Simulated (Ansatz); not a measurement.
Ansatz (a quantum-chemistry and plane-wave program) input (SVWN5/def2-TZVPD):

Ansatz 0.2 input:
```yaml
crystal:
  periodic: [false, false, false]
  atoms:
    - {symbol: Cs, position_ang: [-0.00000000, -0.00000000, -1.77065809]}
    - {symbol: I, position_ang: [0.00000000, 0.00000000, 1.83747538]}
basis:
  gaussian:
    orbitals: def2-TZVPD
hamiltonian:
  xc: {name: SVWN5}
total_charge: -1
magnetization: {spin_polarized: true, initial_magnetization: 1}
output: {forces: true}
```

Output:

```
Functional definition: SVWN5
integrals: 0.03 GiB planned
723 factors; their error is unknown
mean field: 0.26 GiB planned
mean field evaluation 1: about -8632.3764 eV, gradient 2.9e1 eV
mean field evaluation 2: about -8626.2358 eV, gradient 4.4e1 eV
mean field evaluation 4: about -8639.4853 eV, gradient 4.2e0 eV
mean field evaluation 8: about -8639.5388 eV, gradient 5.9e-2 eV
mean field evaluation 16: about -8638.7773 eV, gradient 1.1e0 eV
mean field evaluation 32: about -8638.8336 eV, gradient 3.4e-1 eV
mean field -8639.53885666 eV, -317.4971968927 hartree, gradient 1.0e-5 eV, S^2 0.750155; 6 other end points of the search recorded, 0 dependent functions left out
the calculation of the forces begins
reference -8639.53889307 eV, -317.4971982305 hartree; 18, 17 occupied and 73, 74 virtual orbitals, 723 factors
Total energy: -8639.53889307 eV, -317.4971982305 hartree
Atom 0 at    -0.000000    -0.000000    -1.770658 Å, force     0.000000    -0.000000     0.222849 eV/Å
Atom 1 at     0.000000     0.000000     1.837475 Å, force    -0.000000     0.000000    -0.222849 eV/Å
Dipole moment:    -0.000000     0.000000     0.291758 e Å
```
